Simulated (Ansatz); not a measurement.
Basis-set extrapolation for C$_{2}$H$_{8}$BN (`BCCN`) (PBE0-D4/def2-TZVP geometry, frozen core, Ansatz 0.2.0). Multiplicity 1, RHF reference.

|  | def2-TZVPP | def2-QZVPP |
| --- | --- | --- |
| HF | -159.560683 | -159.568714 |
| MP2 correlation | -0.669070 | -0.712837 |
| CCSD(T) correlation | -0.741250 | not run |

Energies in hartree. Use E(X) = E(∞) + A·exp(−7.88·√X) for Hartree–Fock and E(X) = E(∞) + B·X^(−2.97) for correlation, with X = 3 and 4, and add CCSD(T) minus MP2 of the smaller set to the MP2 limit.

**Question.** What is the CCSD(T) energy at the basis-set limit?

**Answer.** HF limit: -159.568714 + (-0.008031) × 0.13774 = -159.56982. MP2 limit: -0.712837 + (-0.043767) × 0.74074 = -0.74526. Higher-order term: -0.741250 − (-0.669070) = -0.07218. Total: -160.38726 hartree, 224.0 kJ/mol below CCSD(T)/def2-TZVPP.
